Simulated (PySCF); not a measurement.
Cost of one run: shielding job, C4H12B2O2S.

Method: GIAO PBE0/pcSseg-1 NMR shielding, non-relativistic, gas phase (PySCF 2.14.0, density-fitted response routines). Geometry: GFN2-xTB. Work: shieldings, charges and field gradients, density fitting. The input is one job of a driver script: a line of settings, then coordinates in Å.

Command:
```bash
OMP_NUM_THREADS=1 python probes_run.py task.json out
```

Input:
```
{"job": {"kind": "nmr", "xc": "PBE0", "basis": "pcSseg-1"}, "charge": 0, "multiplicity": 1}
B      1.579920    -1.035714    -1.035348
C      1.216800    -0.789060     0.472126
O     -0.018727    -0.989718     1.047541
B     -1.189289    -0.507486     0.579402
C     -2.535490    -0.948412     1.311650
O     -1.128215     0.360274    -0.468464
C     -2.233309     1.000725    -1.047193
S      1.446699     0.836039    -0.431741
C      3.167455     1.223786     0.069258
H      2.690753    -1.308642    -1.305743
H      0.711238    -1.299970    -1.776834
H      1.967129    -0.820516     1.264030
H     -3.068635    -0.088261     1.711200
H     -2.334850    -1.629589     2.131652
H     -3.211344    -1.446946     0.620097
H     -2.748108     1.630722    -0.316314
H     -2.943065     0.269883    -1.443993
H     -1.859585     1.622505    -1.861119
H      3.498372     2.057427    -0.541306
H      3.173937     1.513926     1.115640
H      3.809395     0.365970    -0.095014
```

Hardware: one thread, Arm Neoverse N1 (aarch64), shared host with 64 logical CPUs at a one-minute load of 58. PySCF's memory limit was set to 1040 MB.

Q: How large is the basis?

A: 220 functions for 78 electrons, with 1155 fitting functions; the fitted three-index integrals, 1155 × 220 × 221/2 numbers of 8 bytes, come to 210 MiB.

Question: Which is nearest to the wall time?
A. 84 min
B. 84 s
C. 11 min

Answer: B. The run took 84 s. The SCF took 14 cycles.

Q: Estimate the peak memory.

A: About 0.98 GiB. Peak memory is the resident size of the whole Python process, interpreter and libraries included.

The SCF part of the output:
```
coarse grid: 17752 points
cycle   1  E = -757.2304633532  dE =  1.158e+00  |g| = 8.056e-01  |ddm| = 3.936e+00
cycle   2  E = -757.1272294115  dE =  1.032e-01  |g| = 1.112e+00  |ddm| = 1.490e+00
cycle   3  E = -757.3593841421  dE = -2.322e-01  |g| = 1.257e-01  |ddm| = 9.398e-01
cycle   4  E = -757.3624904808  dE = -3.106e-03  |g| = 3.948e-02  |ddm| = 1.242e-01
cycle   5  E = -757.3628581607  dE = -3.677e-04  |g| = 9.900e-03  |ddm| = 4.002e-02
cycle   6  E = -757.3628785793  dE = -2.042e-05  |g| = 4.262e-03  |ddm| = 1.279e-02
cycle   7  E = -757.3628827343  dE = -4.155e-06  |g| = 8.930e-04  |ddm| = 4.291e-03
final grid: 165880 points
cycle   8  E = -757.4369614308  dE = -5.094e-05  |g| = 1.450e-02  |ddm| = 3.803e-02
cycle   9  E = -757.4369246488  dE =  3.678e-05  |g| = 2.003e-02  |ddm| = 2.325e-02
cycle  10  E = -757.4370053020  dE = -8.065e-05  |g| = 1.610e-03  |ddm| = 1.417e-02
cycle  11  E = -757.4370058677  dE = -5.657e-07  |g| = 2.875e-04  |ddm| = 1.586e-03
cycle  12  E = -757.4370058807  dE = -1.297e-08  |g| = 1.480e-04  |ddm| = 3.168e-04
cycle  13  E = -757.4370058843  dE = -3.645e-09  |g| = 4.137e-05  |ddm| = 1.177e-04
cycle  14  E = -757.4370058847  dE = -3.388e-10  |g| = 9.771e-06  |ddm| = 4.303e-05
converged SCF energy = -757.4370058847
```

On the final grid dE counts from the start density on that grid.

Other jobs ran on the host; a repeat could differ by tens of per cent or more.
